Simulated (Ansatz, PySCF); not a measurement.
Reaction 2 R1 → P1 + P2, each structure at its B3LYP-D3(BJ)/def2-TZVP stationary point, reached from a drawn start (curvature not checked).
P1, H2O (SMILES O) (charge 0, multiplicity 1):
```xyz
3

O      0.0000     0.0000     0.3896
H      0.0000     0.7650    -0.1949
H      0.0000    -0.7650    -0.1949
```
P2: O atom, charge 0, multiplicity 3.
R1: OH (SMILES [OH]), charge 0, multiplicity 2.

```
level                                  reaction energy (kcal/mol)  minus CCSD(T)/CBS(aug-cc-pVTZ, aug-cc-pVQZ)
-------------------------------------  --------------------------  -------------------------------------------
HF/aug-cc-pVDZ                                             -19.37                                        -0.74
HF/aug-cc-pVTZ                                             -19.14                                        -0.51
HF/aug-cc-pVQZ                                             -19.17                                        -0.55
SVWN5/def2-TZVPPD                                          -18.27                                         0.36
PBE/def2-TZVPPD                                            -14.50                                         4.12
BLYP/def2-TZVPPD                                           -13.32                                         5.31
revPBE/def2-TZVPPD                                         -14.19                                         4.44
r2SCAN/def2-TZVPPD                                         -13.00                                         5.63
B97M-V/def2-TZVPPD                                         -14.65                                         3.98
B3LYP/def2-TZVPPD                                          -14.63                                         4.00
PBE0/def2-TZVPPD                                           -15.77                                         2.85
BHLYP/def2-TZVPPD                                          -15.73                                         2.90
M06-2X/def2-TZVPPD                                         -17.80                                         0.82
CAM-B3LYP/def2-TZVPPD                                      -15.26                                         3.37
wB97X-V/def2-TZVPPD                                        -15.86                                         2.77
wB97M-V/def2-TZVPPD                                        -16.89                                         1.73
B2PLYP/def2-TZVPPD                                         -17.15                                         1.47
MP2/aug-cc-pVDZ                                            -23.02                                        -4.39
MP2/aug-cc-pVTZ                                            -22.38                                        -3.76
MP2/aug-cc-pVQZ                                            -22.26                                        -3.63
MP2/CBS(aug-cc-pVTZ, aug-cc-pVQZ)                          -22.15                                        -3.52
SCS-MP2/aug-cc-pVDZ                                        -21.24                                        -2.61
SCS-MP2/aug-cc-pVTZ                                        -20.07                                        -1.44
SCS-MP2/aug-cc-pVQZ                                        -19.80                                        -1.17
CCSD/aug-cc-pVDZ                                           -19.49                                        -0.86
CCSD/aug-cc-pVTZ                                           -18.71                                        -0.08
CCSD/aug-cc-pVQZ                                           -18.58                                         0.05
CCSD(T)/aug-cc-pVDZ                                        -19.67                                        -1.05
CCSD(T)/aug-cc-pVTZ                                        -18.88                                        -0.26
CCSD(T)/aug-cc-pVQZ                                        -18.75                                        -0.12
CCSD(T)/CBS(aug-cc-pVTZ, aug-cc-pVQZ)                      -18.63                                         0.00
```

 The comparison column counts from a level with limits of its own.

P less R. No zero-point or thermal terms; singlets are restricted closed shells; open shells are unrestricted; no spin–orbit coupling.

Correlated levels freeze the cores. CBS: X⁻³ extrapolation of the correlation energy, Hartree–Fock from the larger set.

The values were computed with Ansatz (Gaussian orbitals); PySCF for M06-2X. All values are computed, each at the level named.

Ansatz is an electronic-structure program.
